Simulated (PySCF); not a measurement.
## Property card for `CC#C[SiH]1C[C](F)C1` [radical]

Compound: C6H8FSi (doublet state).
Numbering: `[CH3:1][C:2]#[C:3][SiH:4]1[CH2:5][C:6]([F:7])[CH2:8]1` (hydrogens: H9, H10, H11 on C1; H12 on Si4; H13, H14 on C5; H15, H16 on C8)

Structure used (GFN2-xTB), in Å, numbered top down from 1:
```
atom  x, y, z in Å
C1     3.5261   -0.4716    0.1241
C2     2.1466   -0.2512   -0.2383
C3     0.9949   -0.0650   -0.5444
Si4   -0.7692    0.2092   -0.9805
C5    -1.9567   -1.1206   -0.2505
C6    -2.4366   -0.0853    0.7172
F7    -2.5718   -0.4179    2.0309
C8    -1.7455    1.1920    0.3582
H9     4.1528   -0.4442   -0.7669
H10    3.6334   -1.4437    0.6046
H11    3.8573    0.3028    0.8154
H12   -0.9659    0.5970   -2.3763
H13   -2.7371   -1.4833   -0.9219
H14   -1.5221   -1.9945    0.2379
H15   -2.4243    1.9625   -0.0112
H16   -1.1892    1.6265    1.1905
```

**GFN2-xTB geometry**

```yaml
Rotational_constants_A_B_C_of_the_GFN2-xTB_geometry: 3.173, 0.817, 0.745 GHz
```

From UKS B3LYP, pcH-1 on C F H Si, non-relativistic, mean-field spin-orbit, GIAO (PySCF):

```yaml
Isotropic_g_value: 2.00330
Principal_g_values: 2.00143, 2.00374, 2.00474
Spin_squared_⟨S²⟩: 0.753
Largest_Mulliken_spin_population: 0.86 on C6
Largest_isotropic_hyperfine_couplings_means_over_sets_of_like_nuclei: 13C +226.6 (C6), 19F +168.7 (F7), 1H +102.7 (H13/H15), 29Si -79.2 (Si4), 1H +46.1 (H14/H16) MHz
```

Monoisotopic mass (most abundant isotopes): 127.0379 u.

At 9.50 GHz, hν = g·μB·B₀ (B₀ the magnetic field) puts the centre of the isotropic spectrum, to first order, at 338.8 mT. With B = h/(8π²I), that is 505.379 GHz u Å² over I, the principal moments of inertia are 159.3, 618.3 and 678.2 u Å² (most abundant isotopes). ⟨S²⟩ is 0.003 above the pure-spin value S(S + 1) = 0.75. The rotational constants make it an asymmetric top with κ = (2B − A − C)/(A − C) = -0.94, nearer the prolate limit (−1). g_iso is shifted by about +980 ppm from the free-electron value 2.002319; the principal values span 0.0033.

Isolated species at its GFN2-xTB geometry, gas phase. GFN2-xTB frequencies show an imaginary mode (27i cm⁻¹), so this geometry is no minimum at that level. Hyperfine couplings depend on the geometry, which wasn't re-optimised at a DFT level.
